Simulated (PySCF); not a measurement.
Co²⁰⁺: ionisation energy

Co²⁰⁺ [He] 2s2 2p3 (4S) → Co²¹⁺ [He] 2s2 2p2 (3P), as a difference of total energies. All numbers are calculated (PySCF 2.14, scalar relativity by spin-free X2C-1e, in an even-tempered Gaussian basis (19 s from 4.6 bohr⁻², ratio 2.2; 11 p from 6 bohr⁻², ratio 2.2; 6 d from 26 bohr⁻², ratio 2.4; 5 f from 39 bohr⁻², ratio 2.4; 4 g from 58 bohr⁻², ratio 2.4)). Correlated levels: nothing frozen; virtual orbitals above 40 to 60 times the deepest correlated orbital energy dropped. The calculations carry no spin-orbit coupling.

| method | ionisation energy (eV) |
| --- | --- |
| UHF | 1736.6 |
| PBE | 1735.3 |
| PBE0 | 1736.0 |
| r2SCAN | 1737.4 |
| BHandHLYP | 1736.7 |
| MP2 (all electrons) | 1736.8 |
| SCS-MP2 (all electrons) | 1736.3 |

Q: Estimate what PW91 gives.

A: 1736.0 eV, closest to PBE0 among the rows shown.

Q: Estimate what LDA gives.

A: 1735.3 eV, closest to PBE among the rows shown.

A first-order spin-orbit estimate (lowest level to lowest level, LS coupling) adds -11.233 eV.

For comparison: 1724 ± 3 eV (semi-empirical (NIST evaluation); NIST Atomic Spectra Database, ionization energies).
